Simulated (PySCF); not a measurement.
Electron correlation in Pt (platinum, neutral)

[Xe] 4f14 5d10, closed-shell 1S (an excited configuration). Computed with PySCF 2.14 in def2-QZVPPD with the def2 core potential (60 electrons) (7s5p4d4f2g, 88 functions), with a scalar-relativistic core potential. Frozen: 5s2 5p6; 10 electrons correlated.

```csv
level,correlation energy (mhartree)
CCSD,-324.90
(T),-19.02
CCSD(T),-343.92
```

Diagnostics: T1 = 0.0049, D1 = 0.0070, largest double amplitude 0.026.

Problem. Is a single reference adequate?

Solution. Yes, within this model without spin-orbit coupling: T1 lies below 0.03 and no double amplitude reaches 0.07.
